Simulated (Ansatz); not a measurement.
Mulliken charges of CH4CdS2, SMILES `C[S][Cd][SH]` from ωB97M-V/def2-TZVPP in Ansatz (PBE0-D4/def2-TZVP geometry).

```csv
atom,x (Å),y (Å),z (Å),charge (e)
C1,-0.794,1.542,0.520,-0.350
S2,-1.592,0.020,-0.085,-0.327
Cd3,0.221,-1.298,-0.738,0.569
S4,2.012,-2.635,-1.426,-0.412
H5,-0.234,2.048,-0.264,0.136
H6,-1.603,2.199,0.843,0.138
H7,-0.146,1.351,1.374,0.135
H8,2.135,-3.226,-0.225,0.111
```

Task: By hand: the dipole of these point charges (1 e Å = 4.8032 D).

Result: Σ q r = (0.060, 0.207, 0.254) e Å, of length 0.333 e Å = 1.60 D.

Task: How does the dipole of the full density compare? (Estimate.)

Result: Ansatz gave: (0.081, 0.213, 0.237) e Å, 1.58 D; the point charges give 1.01 times that, at 5° from its direction.

Point charges leave out the atoms' own dipoles, such as those of lone pairs, and Mulliken's split depends on the basis, so the close match here is no proof of good charges.
